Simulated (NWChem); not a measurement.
System: SiNH$_{3}$, singlet; SMILES N[SiH]

```xyz
5

Si     0.1161    -0.6872     0.0000
H     -1.4100    -0.8864     0.0000
N      0.0170     1.0284     0.0000
H     -0.8303     1.5879     0.0000
H      0.8492     1.6100     0.0000
```
Atoms are numbered in this order, from 1.

Low-valent species are run as closed-shell singlets; no triplet was tried in these runs. Coordinates come from a PBE0/def2-SVP optimisation.

 Unshifted, non-relativistic core excitations; the lowest 4 roots alone, so stronger bands may lie above.

Question: List the first Si K-edge excitations from PBE/6-311G** (spherical d), restricted-window TDA (NWChem).

Answer: 
| state | energy (eV) | dipole oscillator strength | leading excitation (squared amplitude) |
|---|---|---|---|
| S1 | 1777.1 | 0.0046 | 1s of atom 1 or its equivalents → LUMO (1.00) |
| S2 | 1778.9 | 0.0013 | 1s of atom 1 or its equivalents → LUMO+1 (1.00) |
| S3 | 1780.7 | 0.0012 | 1s of atom 1 or its equivalents → LUMO+2 (0.99) |
| S4 | 1781.1 | 0.0002 | 1s of atom 1 or its equivalents → LUMO+3 (0.95) |
